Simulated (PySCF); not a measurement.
Vertical excitation energies

3,3,3-trifluoropropanal, C3H3F3O.
Geometry (PBE0-D3(BJ)/def2-SVP, Å), atoms numbered from 1 in this order:
```
atom  x, y, z in Å
O1     2.3941   -0.0708    0.6079
C2     1.2524    0.2917    0.6231
C3     0.1010   -0.5827    0.1796
C4    -0.9547    0.1770   -0.5811
F5    -0.4351    0.7772   -1.6555
F6    -1.9322   -0.6277   -0.9948
F7    -1.5061    1.1308    0.1794
H8     0.9636    1.3070    0.9952
H9    -0.3783   -1.0067    1.0775
H10    0.4846   -1.4092   -0.4336
```

Theory: PySCF 2.14.0, density-fitted response routines, TDDFT PBE0/def2-SVPD, vertical, gas phase, core orbitals frozen in the response.

```tsv
state	λ (nm)	E (eV)	f	main configurations (H = HOMO, L = LUMO)
S1	290.7	4.27	0.0001	H→L (99%)
S2	160.7	7.71	0.0049	H→L+1 (91%)
S3	151.1	8.21	0.062	H→L+2 (93%)
S4	145.9	8.50	0.017	H-2→L (66%), H-1→L (27%)
S5	142.7	8.69	0.025	H→L+3 (79%)
S6	139.8	8.87	0.091	H-1→L (45%), H→L+4 (19%), H-2→L (12%)
S7	138.9	8.92	0.070	H→L+4 (73%), H-1→L (10%)
S8	135.3	9.16	0.016	H→L+5 (87%)
S9	132.6	9.35	0.0003	H-5→L (60%), H-7→L (33%)
S10	129.1	9.60	0.065	H→L+6 (88%)
```

Triplets (Tamm–Dancoff): T1 3.59 eV, H→L (99%); T2 5.92 eV, H-1→L (70%), H-4→L (12%), H-2→L (12%); T3 7.55 eV, H→L+1 (84%), H→L+2 (11%); T4 7.92 eV, H→L+2 (42%), H-2→L (22%), H-7→L (9%).

The lowest singlet lies at 4.27 eV (291 nm, ultraviolet) and is dark (f under 0.0005); its leading configuration is HOMO→LUMO (99%). The strongest level in the table is S6 at 8.87 eV (140 nm, f = 0.091). S1 has the pattern of n→π* at C=O. The listed states span 5.33 eV, and the widest gap between neighbours is 3.45 eV (S1 to S2). The oscillator strengths of these states sum to 0.352; summed over the whole spectrum of an exact calculation they would give the number of electrons, 56 (Thomas–Reiche–Kuhn). Weighted by f, the mean energy of these states is 8.86 eV. All these states lie below the vertical ionisation energy of 10.71 eV (ΔSCF). Only the lowest 10 singlets were computed, as vertical energies without vibronic structure.

Time: 69 s wall, 49 s CPU. Hardware: x86-64 server, one thread, shared host.

One conformer stands for the species.
